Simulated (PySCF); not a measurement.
Computed with M06-2X/def2-TZVP // PBE0-D3(BJ)/def2-TZVP run with PySCF. Isolated molecules, 0 K electronic values unless said otherwise. 

Reference species (SMILES): `[F][AlH][F]` (neutral, multiplicity 1).

```json
{
  "HOMO–LUMO gap": "11.02 eV",
  "LUMO": "-0.47 eV"
}
```

Changed species: `[AlH3]` (whole molecule; the reference has whole molecule).

Task: Give the shifts of the HOMO–LUMO gap and LUMO.

Result: the HOMO–LUMO gap falls by 2.50 eV, to 8.52 eV; the LUMO falls by 0.73 eV, to -1.20 eV.
